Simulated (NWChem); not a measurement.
System: Si2NH5ClF; SMILES N[Si@@H](Cl)[SiH2]F

```xyz
10

N     -1.9976    -0.5114    -0.2366
Si    -0.3964    -0.4377     0.3893
Cl     0.9134    -1.9526    -0.3008
Si     0.6591     1.5530    -0.2594
F     -0.1172     2.8411     0.3505
H     -2.6493    -1.2013     0.1206
H     -2.1855    -0.3051    -1.2108
H     -0.5031    -0.6557     1.8517
H      2.0607     1.5685     0.2357
H      0.6551     1.6611    -1.7449
```
Atoms are numbered in this order, from 1.

All runs: NWChem. Pople sets run with spherical d functions. Geometry: optimised at B3LYP/6-31G* (spherical d). B3LYP is NWChem's, with the RPA form of VWN correlation. Atomic charges in e: unrestrained fits to the electrostatic potential beside Mulliken populations; buried atoms are poorly determined by the fit.

For level B3LYP/def2-SVP:

```yaml
ESP N1: -0.78
Mulliken N1: -0.34
ESP Si2: 0.50
Mulliken Si2: 0.44
Mulliken Cl3: -0.30
Mulliken Si4: 0.56
Mulliken F5: -0.34
```

**Question.** What are these values for level Hartree-Fock/6-31G*?

**Answer.** The ESP N1 comes out as -1.01 and the Mulliken N1 is -1.06. The ESP Si2 is 0.74. The Mulliken Si2 is 0.75, the Mulliken Cl3 is -0.41 and the Mulliken Si4 is 0.91. The Mulliken F5 is -0.54.
